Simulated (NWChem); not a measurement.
# C₃H₂Cl₂; SMILES C=C=C(Cl)Cl

```xyz
7

C      0.0000     0.0000     2.6482
C      0.0000     0.0000     1.3323
C      0.0000     0.0000     0.0143
Cl     0.0000     1.4725    -0.9190
Cl     0.0000    -1.4725    -0.9190
H     -0.9418     0.0000     3.2270
H      0.9418     0.0000     3.2270
```
Atoms are numbered in this order, from 1.

Program: NWChem. All runs use the structure optimised with PBE-D3(BJ)/def2-SVP. Level: B3LYP/def2-SVP with SMD (1 M gas to 1 M solution), gas-phase geometry.

Order these by “cavity-dispersion-structure term (kcal/mol)”, lowest first: toluene; dimethyl sulfoxide; 1-octanol; water.

toluene (-2.2), 1-octanol (-0.5), dimethyl sulfoxide (0.5), water (3.3)
